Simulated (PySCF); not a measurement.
Magnesium: a sound run and one with changed settings

Sound run: Mg(2+) [Ne], Mg(3+) [He] 2s2 2p5. All numbers are calculated (PySCF 2.14, the spin-free X2C one-electron Hamiltonian (Gaussian nucleus), in x2c-TZVPall). In the sound run the correlated levels freeze [He] 2s2. The sound run starts from symmetry-adapted Hartree-Fock orbitals and uses a fine grid where one is needed.

Changed run: the non-relativistic Hamiltonian (point nucleus). This setting is unsound on purpose.

```csv
species,method,sound run (hartree),changed run (hartree),converged
Mg(2+),UHF,-199.12816,-198.78625,yes
Mg(2+),PBE0,-199.43301,-199.09119,yes
Mg(2+),B3LYP,-199.54891,-199.20710,yes
Mg(2+),MP2,-199.25071,-198.90892,yes
Mg(2+),CCSD(T),-199.25552,-198.91373,yes
Mg(3+),UHF,-196.23931,-195.89918,yes
Mg(3+),PBE0,-196.48501,-196.14490,yes
Mg(3+),B3LYP,-196.59119,-196.25110,yes
Mg(3+),MP2,-196.31320,-195.97316,yes
Mg(3+),CCSD(T),-196.31821,-195.97817,yes
```

Ionisation energy of Mg(2+):

```tsv
method	sound run (eV)	changed run (eV)
UHF	78.610	78.561
PBE0	80.219	80.172
B3LYP	80.484	80.437
MP2	79.934	79.886
SCS-MP2	79.859	79.812
CCSD	79.916	79.868
CCSD(T)	79.928	79.881
```

Most of the change in total energy is the relativistic energy itself. On top of that the contraction fixes the core shape for the Hamiltonian it was made with, so the changed run is not a good calculation with the other Hamiltonian either.

For comparison, NIST gives 80.144 eV between the lowest levels.
